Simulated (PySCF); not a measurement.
H3N, SMILES N. Heavy atoms are numbered as in [NH3:1]. Hydrogens are named by the atom that carries them.

Coordinates come from a B3LYP-D3(BJ)/def2-TZVP optimisation.

Method: PBE/pcSseg-1 in PySCF.

GIAO shieldings, no solvent; atoms alike by connectivity are averaged. δ = σ(ref) − σ: ¹H against TMS (σ = 31.49 ppm), references at their B3LYP-D3(BJ)/def2-TZVP geometries, non-relativistic.

Computed chemical shifts:
```json
[
 {"nucleus": "¹H", "atoms": "H on N1", "count": "3", "δ (ppm)": "-0.36"}
]
```
